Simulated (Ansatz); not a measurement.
Li⁺ ··· CH6Si

The pair of Li⁺ (SMILES [Li+], atom 1) and CH6Si (SMILES C[SiH3], atoms 2–9), both closed shells, in one local arrangement (a lower one may exist), relaxed at PBE0-D4/def2-TZVP:

```
9
angstrom
Li -1.7000 1.2683 -1.8096
C -0.4001 0.2990 -0.4257
Si 0.7703 -0.5751 0.8198
H -1.3918 -0.1524 -0.2845
H 0.0123 0.1029 -1.4249
H -0.3838 1.3665 -0.1665
H 0.2262 -0.3184 2.1705
H 2.1101 0.0237 0.6393
H 0.7567 -2.0144 0.4814
```

Program: Ansatz 0.2.0. Basis: def2-TZVPPD, with def2-QZVPPD for the basis limit. Cores are frozen in the correlated methods. The outer core shell of Li, Na, Mg and K is correlated. B3LYP uses VWN-RPA correlation. Extrapolation: Hartree–Fock as exp(−7.88 √X), correlation as X^−2.97. Interaction energies count from these two fragments, frozen as in the pair, with the counterpoise correction; negative means bound.

Question: What is the interaction energy by CCSD(T) at an estimated basis limit (MP2 extrapolated from triple and quadruple zeta, plus CCSD(T) − MP2 in triple zeta)? (An estimate is asked for; the value comes from the calculation.)

Answer: The calculation gives: -75.8 kJ/mol. Hartree–Fock alone gives -73.8 kJ/mol at the basis limit. It counts from the two fragments frozen as in the pair.

The same quantity by other methods in triple zeta, and each one's difference from that estimate:
```tsv
method	E_int (kJ/mol)	difference
PBE-D4	-80.1	-4.3
revPBE-D4	-76.2	-0.4
BLYP-D4	-79.1	-3.3
r2SCAN-D4	-72.9	2.9
B97M-V	-70.4	5.4
PBE0-D4	-80.2	-4.4
B3LYP-D4	-80.3	-4.5
HSE06-D4	-80.2	-4.4
wB97X-V	-77.2	-1.4
wB97M-V	-77.6	-1.9
B2PLYP	-78.3	-2.5
HF	-72.3	3.5
MP2	-73.9	1.9
CCSD	-73.3	2.5
CCSD(T)	-73.0	2.8
```
Differences are method less estimate.

Energy to bend the free fragments (PBE0-D4 minima) into their shapes in the pair, CCSD(T)/def2-TZVPPD: CH6Si 10.3 kJ/mol. This must be added to the interaction energy to get the binding energy from relaxed fragments.

Basis-set superposition shift (counterpoise-corrected less uncorrected): CCSD(T) 1.2; MP2 1.1; HF 0.1; PBE0-D4 0.2; wB97M-V 0.3 kJ/mol.

The T1 diagnostic stays at or below 0.010.

For scale, one of the runs: CCSD(T)/def2-TZVPPD, 209 basis functions, launched by `ansatz run in.yaml --threads 2 --pin off --events-out ev --progress --plain --max-ram 5222MiB`. The run took 38 s on 2 CPU threads of an Arm Neoverse V1 (shared host), with 2.7 GiB of host memory at its peak.
